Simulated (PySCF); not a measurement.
## Sn+: excitation energy

Sn+ [Kr] 4d10 5s2 5p1 (2P) → Sn+ [Kr] 4d10 5s1 5p2 (4P), as a difference of total energies. All numbers are calculated (PySCF 2.14, scalar relativity through the core potential, in aug-cc-pVDZ-PP with ECP28MDF). Correlated levels: valence: 4s2 4p6 4d10 frozen. The calculations carry no spin-orbit coupling.

```tsv
method	excitation energy (eV)	error (eV)
UHF	4.250	-1.503
LDA	6.512	+0.759
PBE	6.239	+0.486
PBE0	5.850	+0.097
r2SCAN	5.698	-0.055
PW91	6.243	+0.490
M06-2X	5.842	+0.089
TPSS	6.009	+0.256
BLYP	6.589	+0.836
MP2 (valence)	4.829	-0.924
SCS-MP2 (valence)	5.033	-0.720
```

Reference: 5.753 eV (measured; NIST levels, between the centres of gravity of the two terms).

Errors of the correlated levels include the incompleteness of this basis and the frozen core.
